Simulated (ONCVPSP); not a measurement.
What the settings do to the ONCV potential of P

Base potential:

ONCVPSP 4.0.1 input, shortened (lines: element, Z, core and valence counts, functional; n l f; lmax; l rc ep ncon nbas qcut; lloc lpopt rc5 dvloc0; l nproj debl; icmod fcfact rcfact), LDA (Perdew-Zunger), scalar-relativistic:

```
  P 15.00    3    2        3      upf
    1    0    2.00
    2    0    2.00
    2    1    6.00
    3    0    1.00
    3    1    4.00
    2
    0    1.40    0.00    4    8    4.20
    1    1.45    0.00    4    7    6.10
    2    1.15    0.32    4    8    7.20
    4    5    0.95    3.00
    0    2    2.60
    1    2    0.60
    2    3    3.20
    3    3.75    1.75
```

All-electron outer shells of the reference configuration (LDA (Perdew-Zunger), scalar-relativistic, ld1.x):

```csv
shell,level (eV),outermost node (bohr),outermost maximum (bohr)
2s,-174.63,0.14,0.42
2p,-125.98,–,0.35
3s,-14.73,0.66,1.56
3p,-6.16,0.64,1.81
```

Cutoffs, loose and tight: the cutoffs (Ha) at which the residual kinetic energy of the hardest occupied pseudo-wave falls to 1 and 0.1 mHa per electron. They do not see the model core or the augmentation charge, which bear on the density cutoff. Test errors are all-electron minus pseudo excitation energies from the reference, over the configurations 3s2 3p3; 3s2 3p2; 3s2 3p1; 3s1 3p0. A dash means not determined; rows that change the core or the reference have their own tests.

For the base: The cutoffs count occupied waves only; projector 2 of the d channel, the hardest unoccupied one, needs 39 Ha at the loose tolerance.

A true bound ghost makes a file unfit for plane-wave use even where its test errors are small: the radial tests pick states by their node count and pass the ghost by.

| change | outcome | cutoff, loose | cutoff, tight | bound ghosts | GHOST(+) flags above zero | largest test error (meV) |
| --- | --- | --- | --- | --- | --- | --- |
| base | generated | 11 Ha | 40 Ha | none | s, p, d | -324 |
| p: rc 1.04 | generated | 133 Ha | 184 Ha | p | s, p, d | -389 |
| p: rc 1.58 | generated | 11 Ha | 40 Ha | none | s, d | -313 |
| p: rc 1.72 | generated | 11 Ha | 40 Ha | none | s, d | -307 |
| p: rc 1.92 | generated | 11 Ha | 40 Ha | none | s, d | -316 |
| p: rc 2.1 | generated | 11 Ha | 40 Ha | none | s, d | -332 |

Problem. What comes out with this change to the base: p: rc 1.38?

Solution. outcome: generated; cutoff, loose: 11 Ha; cutoff, tight: 61 Ha; bound ghosts: p; GHOST(+) flags above zero: s, d; largest test error (meV): -335.

Problem. What comes out with this change to the base: p: rc 1.18?

Solution. outcome: generated; cutoff, loose: 91 Ha; cutoff, tight: 111 Ha; bound ghosts: p; GHOST(+) flags above zero: s, p, d; largest test error (meV): -362.

Reading the sweep of the p radius (base included, trends over the rows without a ghost): The loose cutoff stays near 11 Ha. The median size of the test errors (rows with all tests solved) stays near 10.2 meV. Bound ghosts are found at 1.04, 1.18, 1.38 bohr.
